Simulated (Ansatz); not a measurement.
Isolated molecules relaxed with PBE0-D4/def2-TZVP in Ansatz; ΔE leaves out vibrations. CCSD(T)/CBS adds triple-zeta CCSD(T) − MP2 to the extrapolated MP2 energy (def2 sets, frozen cores). This one scheme is used for every species. Functionals use def2-TZVPP. B3LYP here is the variant with VWN-RPA as its local correlation; programs differ in this. Elements past krypton have def2 core potentials. For I outer-core shells are correlated without core-valence functions, which leaves a few kJ/mol of doubt a bond. Each species was taken in one conformer, which may not be the lowest.

Reaction (ligand exchange at the Si–C bond): `CC[SiH](F)I` + H₂S → `F[SiH](S)I` + ethane

```csv
level,ΔE (kJ/mol),difference from CCSD(T)/CBS
PBE-D4,-60.2,-5.2
r2SCAN-D4,-60.3,-5.3
PBE0-D4,-58.9,-3.9
B3LYP-D4,-57.5,-2.5
ωB97X-V,-55.1,-0.1
ωB97M-V,-54.7,0.3
B2PLYP,-59.3,-4.3
PBE,-62.6,-7.6
r2SCAN,-61.4,-6.4
PBE0,-61.2,-6.2
B3LYP,-61.0,-6.0
HF/def2-TZVPP,-58.8,-3.8
MP2/def2-TZVPP,-56.2,-1.2
SCS-MP2/def2-TZVPP,-55.6,-0.6
CCSD/def2-TZVPP,-52.2,2.8
CCSD(T)/def2-TZVPP,-52.7,2.3
HF/def2-QZVPP,-58.5,-3.5
MP2/def2-QZVPP,-57.4,-2.4
SCS-MP2/def2-QZVPP,-56.8,-1.8
HF/CBS(def2),-58.5,-3.5
MP2/CBS(def2),-58.5,-3.5
CCSD/CBS(def2),-54.5,0.5
CCSD(T)/CBS,-55.0,0
```

Largest T1 diagnostic among the species: 0.010.

The D4 term adds +3.4 kJ/mol with B3LYP and +2.3 kJ/mol with PBE0; it sums over pairs of atoms, weighted by their polarisabilities, and B3LYP, whose exchange is more repulsive, gets the larger term.
